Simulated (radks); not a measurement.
Species: Mo3+. Configuration: [Kr] 4d2 6s1 (not the ground configuration).

All-electron calculation, non-relativistic Kohn-Sham, PBE, spin-polarised, spherical densities, point nucleus; open shells are filled with parallel spins first (spin-orbit coupling, left out, can overturn this in heavy ions); relativity is left out, which matters for an element this heavy. Program: a radial shooting solver on a logarithmic mesh with Libxc functionals.

Energy parts (hartree):
| part | energy |
|---|---|
| total | -3974.34140 |
| kinetic | 3972.55529 |
| electron-nucleus | -9404.71280 |
| Hartree | 1577.73181 |
| exchange-correlation | -119.91569 |

Orbitals (lengths in bohr, moments of r in powers of bohr; r(90%) holds 90 % of the orbital's charge):
| orbital | occ. | eigenvalue (hartree) | <1/r> | r(90%) |
|---|---|---|---|---|
| 1s up | 1 | -711.7551 | 41.48 | 0.0646 |
| 1s down | 1 | -711.7549 | 41.48 | 0.0646 |
| 2s up | 1 | -100.1985 | 9.350 | 0.244 |
| 2s down | 1 | -100.1867 | 9.350 | 0.244 |
| 2p up | 3 | -92.41164 | 9.343 | 0.221 |
| 2p down | 3 | -92.40300 | 9.344 | 0.221 |
| 3s up | 1 | -18.28901 | 3.242 | 0.650 |
| 3s down | 1 | -18.28296 | 3.242 | 0.650 |
| 3p up | 3 | -15.29782 | 3.150 | 0.657 |
| 3p down | 3 | -15.29079 | 3.150 | 0.657 |
| 3d up | 5 | -9.82170 | 2.971 | 0.661 |
| 3d down | 5 | -9.81083 | 2.971 | 0.661 |
| 4s up | 1 | -3.75957 | 1.213 | 1.61 |
| 4s down | 1 | -3.69563 | 1.219 | 1.61 |
| 4p up | 3 | -2.88957 | 1.109 | 1.77 |
| 4p down | 3 | -2.82165 | 1.114 | 1.77 |
| 4d up | 2 | -1.52748 | 0.8654 | 2.29 |
| 4d down | 0 | -1.45638 | 0.8646 | 2.32 |
| 6s up | 1 | -0.55948 | 0.2616 | 6.89 |

The highest occupied level is 6s up at -15.224 eV. The configuration is held as typed, so some empty levels lie below it. Summed over all electrons, <r^2> = 49.74 bohr^2, which gives a Langevin (diamagnetic) susceptibility term of -39.4 x 10^-6 cm^3/mol.
